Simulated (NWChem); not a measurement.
Species: C3H5ClSi; SMILES C(#C)[Si@@H](C)Cl

Program: NWChem. Medium grid unless said otherwise, to which SCAN and Minnesota functionals are sensitive. All runs use the structure optimised with PBE0/def2-SVP. Hybrids' shares of exact exchange are those that their runs print; pure functionals count as 0. The functionals differ in more than this share.

```
row               share of exact exchange  highest occupied level (eV)
----------------  -----------------------  ---------------------------
PBE/def2-TZVP                        0.00                        -7.11
B3LYP/def2-TZVP                      0.20                        -8.10
PBE0/def2-TZVP                       0.25                        -8.34
M06-2X/def2-TZVP                     0.54                     withheld
```

**Question.** Fit a straight line of the last column on the one before it, predict the withheld value, and compare with the run.

**Answer.** 
1. Means of the 3 shown rows: x = 0.150, y = -7.850. Slope Σ(x − x̄)(y − ȳ)/Σ(x − x̄)² = -0.1725/0.03500 = -4.929; intercept -7.111.
2. The shown rows scatter about the line by 0.003 (root mean square); the largest residual is 0.00, at PBE0/def2-TZVP.
3. At x = 0.54 (M06-2X/def2-TZVP; beyond the shown range) the line gives -9.77.
4. The run gives -9.57, +0.20 from the line.
